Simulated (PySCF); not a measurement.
(E)-1-bromo-2-fluoroprop-1-ene (C3H4BrF), SMILES C/C(F)=C\Br. Atoms are numbered in the order given.

```xyz
9

C      1.3744    -1.6822     0.0000
C     -0.0929    -1.4446     0.0000
F     -0.8086    -2.5877     0.0000
C     -0.7793    -0.2977     0.0000
Br     0.0253     1.4116     0.0000
H      1.6587    -2.2706     0.8880
H      1.9301    -0.7372     0.0000
H      1.6587    -2.2706    -0.8880
H     -1.8693    -0.2934     0.0000
```
Charge 0, spin multiplicity 1.

Geometry: B3LYP-D3(BJ)/def2-SVP.

Method: TDDFT-PBE/def2-SVPD in PySCF.

Vertical excitations. Gas-phase values at a fixed geometry. State labels are in the subgroup Cs.

Computed lowest excited states:
| state | symmetry | energy (eV) | λ (nm) | f | main pairs |
|---|---|---|---|---|---|
| S1 | A" | 4.93 | 252 | 0.001 | HOMO→LUMO 100 % |
| S2 | A' | 5.95 | 208 | 0.221 | HOMO→LUMO+1 87 % |
| S3 | A" | 6.00 | 207 | 0.010 | HOMO→LUMO+2 100 % |
| S4 | A" | 6.09 | 204 | 0.000 | HOMO−1→LUMO+1 100 % |
| S5 | A' | 6.24 | 199 | 0.003 | HOMO−1→LUMO 99 % |
| S6 | A" | 6.60 | 188 | 0.000 | HOMO→LUMO+3 100 % |
| S7 | A" | 7.02 | 177 | 0.005 | HOMO→LUMO+4 99 % |
| S8 | A' | 7.25 | 171 | 0.024 | HOMO−1→LUMO+2 66 %, HOMO→LUMO+5 32 % |
| S9 | A' | 7.29 | 170 | 0.024 | HOMO→LUMO+5 66 %, HOMO−1→LUMO+2 32 % |
| S10 | A" | 7.30 | 170 | 0.001 | HOMO−2→LUMO 98 % |
| T1 | A' | 4.06 | 306 | 0 | HOMO→LUMO+1 97 % |
| T2 | A" | 4.41 | 281 | 0 | HOMO→LUMO 100 % |
| T3 | A' | 5.61 | 221 | 0 | HOMO−1→LUMO 100 % |
| T4 | A" | 5.92 | 210 | 0 | HOMO→LUMO+2 100 % |
Triplets are in the Tamm–Dancoff approximation, which puts them higher than full response would, so one can lie above its singlet here.
